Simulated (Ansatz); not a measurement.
Na₂, charge +1, doublet, at a GFN2-xTB geometry (such geometries of metal compounds can be far from the true shape) (a state made from the parent by changing its charge; the spin is typed, not shown lowest); HF/def2-TZVP (Ansatz, a program for electronic structure).

Here is a job for Ansatz.
Ansatz 0.2 input:
```yaml
crystal:
  periodic: [false, false, false]
  atoms:
    - {symbol: Na, position_ang: [-0.00000000, -0.00000000, -1.65064203]}
    - {symbol: Na, position_ang: [0.00000000, 0.00000000, 1.65064203]}
basis:
  gaussian:
    orbitals: def2-TZVP
hamiltonian:
  xc: hf
total_charge: 1
magnetization: {spin_polarized: true, initial_magnetization: 1}
```

What the program printed (banner, timings and long lists left out):

```
Functional definition: HF
640 factors; their error is unknown
mean field evaluation 1: about -8803.8905 eV, gradient 2.4e0 eV
mean field evaluation 2: about -8804.0603 eV, gradient 1.2e0 eV
mean field evaluation 4: about -8804.1247 eV, gradient 7.0e-2 eV
mean field evaluation 8: about -8804.3878 eV, gradient 1.6e-5 eV
mean field -8804.38783778 eV, -323.5552852101 hartree, gradient 1.6e-5 eV, S^2 0.750046; 0 other end points of the search recorded, 0 dependent functions left out
reference -8804.38783778 eV, -323.5552852101 hartree; 11, 10 occupied and 53, 54 virtual orbitals, 640 factors
Total energy: -8804.38783778 eV, -323.5552852101 hartree
```
